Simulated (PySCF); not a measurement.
## input.py for AsSe⁺

Input:

```python
from pyscf import gto, scf

mol = gto.M(
    atom='As 0 0 0; Se 0 0 2.39',
    basis='ano-rcc-vdzp',
    charge=1,
    spin=0,
    verbose=3,
)
mf = scf.UHF(mol)
mf = mf.sfx2c1e()
mf = mf.density_fit(auxbasis='def2-universal-jkfit')
mf.kernel()
mf.nuc_grad_method().kernel()
mf.dip_moment()
print('orbital energies (hartree):', [e[max(0, n-3):n+3].round(4) for e, n in zip(mf.mo_energy, mol.nelec)])
```

```bash
$ python input.py
```

It prints:

```
converged SCF energy = -4686.80792896357  <S^2> = 2.1316282e-14  2S+1 = 1
--------------- DFsfX2C1eUHF gradients ---------------
         x                y                z
0 As    -0.0000000000    -0.0000000000    -0.1353521570
1 Se     0.0000000000     0.0000000000     0.1353521570
----------------------------------------------
Dipole moment(X, Y, Z, Debye):  0.00000,  0.00000,  2.92823
orbital energies (hartree): [array([-0.6562, -0.587 , -0.587 , -0.283 , -0.283 , -0.1544]), array([-0.6562, -0.587 , -0.587 , -0.283 , -0.283 , -0.1544])]
```

In short: E(SCF) = -4686.807929 Eh, gradient on the second atom 0.1354 Eh/bohr.

Wall time 6.1 s on one thread of a shared host.

The bond length is a typed value, not an optimised one. The dipole of an ion depends on the origin. No search for the lowest solution was made.
